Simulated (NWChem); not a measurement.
# CH$_{4}$Cl$_{2}$Si; SMILES C[SiH](Cl)Cl

```xyz
8

Si    -0.3376     0.4522     0.0000
C     -2.0077    -0.3564     0.0000
Cl     0.7124    -0.1341     1.6786
Cl     0.7124    -0.1341    -1.6786
H     -0.3955     1.9351     0.0000
H     -2.5760    -0.0587     0.8948
H     -2.5760    -0.0587    -0.8948
H     -1.9028    -1.4516     0.0000
```
Atoms are numbered in this order, from 1.

Structure relaxed at the PBE0/def2-SVP level.

Symmetry labels are those of Cs in the frame above (b1 and b2, or b-type labels, depend on it).

### Question
List the 4 lowest vertical singlet excitations from PBE0/def2-SVPD, TDA (NWChem).

### Answer
| state | energy (eV) | oscillator strength | symmetry | leading excitation (squared amplitude) |
|---|---|---|---|---|
| S1 | 7.59 | 0.017 | a' | HOMO → LUMO (0.97) |
| S2 | 7.87 | 0.000 | a" | HOMO → LUMO+1 (0.93) |
| S3 | 8.01 | 0.039 | a" | HOMO−1 → LUMO (0.85) |
| S4 | 8.17 | 0.001 | a" | HOMO−2 → LUMO (0.93) |
